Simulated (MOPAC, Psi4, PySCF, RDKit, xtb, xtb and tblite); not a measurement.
Two geometries of C₂H₄BNO₂, SMILES N#CCB(O)O, relaxed at GFN2-xTB with one dihedral held; other torsions can differ between them too.

Structure A

```
10

N      1.8578    -0.6658    -1.9105
C      1.4499    -0.4936    -0.8542
C      0.8539    -0.2522     0.4237
B     -0.6837     0.2401     0.2810
O     -1.3143     0.3963    -0.9032
O     -1.3451     0.5006     1.4212
H      1.4382     0.5029     0.9531
H      0.8970    -1.1682     1.0162
H     -0.8206     0.2040    -1.7008
H     -2.2510     0.7892     1.3015
```

Structure B

```
10

N      1.9801    -0.2723    -1.8747
C      1.4990    -0.3204    -0.8366
C      0.8198    -0.3517     0.4227
B     -0.6915     0.2203     0.2906
O     -1.3942     0.1969    -0.8675
O     -1.2199     0.7926     1.3833
H      1.3846     0.2282     1.1536
H      0.7888    -1.3858     0.7742
H     -0.9066     0.2063    -1.6898
H     -2.1137     1.1222     1.2778
```

**Question.** Which is lower in energy at the level DF-MP2 (frozen core)/cc-pVTZ // GFN2-xTB (Psi4 1.11), and by how much?

**Answer.** A is lower, by 10.54 kJ/mol (dihedral O6–B4–O5–H9: 180° in A, 150° in B).

E(B) − E(A) in kJ/mol at the other levels, on the same two geometries: GFN2-xTB (xtb and tblite) 8.76; PBE/def2-TZVP // GFN2-xTB (Psi4) 10.24; PBE-D3(BJ)/def2-TZVP // GFN2-xTB (Psi4) 10.29; HF/cc-pVTZ // GFN2-xTB (Psi4) 9.75; UFF // GFN2-xTB (RDKit) -9.10; PM3, restricted, heats of formation // GFN2-xTB (MOPAC) 7.95; PM6, restricted, heats of formation // GFN2-xTB (MOPAC) 6.22; GFN1-xTB // GFN2-xTB (xtb) 7.98; restricted B3LYP/6-31G*, spherical d, density fitting // GFN2-xTB (PySCF) 10.81; restricted B3LYP/6-311+G**, spherical d, density fitting // GFN2-xTB (PySCF) 9.97; restricted M06-2X/6-31G*, spherical d, density fitting // GFN2-xTB (PySCF) 11.00; restricted Hartree-Fock/6-31G*, spherical d, density fitting // GFN2-xTB (PySCF) 10.58.
